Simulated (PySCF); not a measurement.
SMILES [GeH3][TeH], singlet, B3LYP/def2-SVP optimised geometry.

```
6

Te    -1.44    -1.66     2.04
H     -0.74    -0.58     3.11
Ge    -0.51    -0.35     0.00
H      1.03    -0.35     0.00
H     -1.03    -1.10    -1.24
H     -1.03     1.10     0.00
```

Density from PySCF with B3LYP/def2-TZVP, def2 effective core potentials past Kr at that geometry. The core electrons that the potentials of Te replace are not part of the density.

Minimum of the electron density along straight lines between bonded atoms, close to the bond critical point (lines longer than 1.1 times the sum of covalent radii, or with two minima, are not listed):

```json
[
 {"bond": "Te1–H2", "length / Å": "1.673", "ρ at the minimum / e bohr⁻³": "0.131", "∇²ρ there / e bohr⁻⁵": "-0.04", "position (fraction from the first atom)": "0.63"},
 {"bond": "Te1–Ge3", "length / Å": "2.595", "ρ at the minimum / e bohr⁻³": "0.075", "∇²ρ there / e bohr⁻⁵": "-0.04", "position (fraction from the first atom)": "0.55"},
 {"bond": "Ge3–H4", "length / Å": "1.542", "ρ at the minimum / e bohr⁻³": "0.132", "∇²ρ there / e bohr⁻⁵": "0.05", "position (fraction from the first atom)": "0.59"},
 {"bond": "Ge3–H5", "length / Å": "1.541", "ρ at the minimum / e bohr⁻³": "0.132", "∇²ρ there / e bohr⁻⁵": "0.06", "position (fraction from the first atom)": "0.59"},
 {"bond": "Ge3–H6", "length / Å": "1.542", "ρ at the minimum / e bohr⁻³": "0.132", "∇²ρ there / e bohr⁻⁵": "0.05", "position (fraction from the first atom)": "0.59"}
]
```
